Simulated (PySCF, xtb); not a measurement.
CNO, SMILES C(=[N])=O (connectivity only; charge and spin as stated), charge -1, multiplicity 1.

Geometry optimised at B3LYP-D3(BJ)/def2-TZVPD. The spin state was assumed, not searched. The isomer is the one that the SMILES or the coordinates give; other isomers of the formula were not compared.

These are IEF-PCM-ωB97X/def2-SVPD (PySCF) values and carry that method's errors.

The values are the electrostatic part of the solvation free energy, E(continuum) − E(gas) at the gas-phase geometry, in a cavity of scaled van der Waals radii (PySCF's table); cavitation and dispersion terms are not included. In vacuum the orbital gap is 10.86 eV.

### Question
Estimate the values in water (ε = 78.36), chlorobenzene (ε = 5.70), ethanol (ε = 24.85). (An estimate is asked for; the answer gives what the named calculation found.)

### Answer

| solvent | ε | ΔG(elec) (kcal/mol) | gap (eV) |
|---|---|---|---|
| water | 78.36 | -66.8 | 11.91 |
| chlorobenzene | 5.70 | -55.7 | 11.74 |
| ethanol | 24.85 | -64.9 | 11.88 |

For comparison, GFN2-xTB/ALPB(water) (xtb, at the GFN2-xTB geometry, all terms of that model) gives -71.5 kcal/mol.
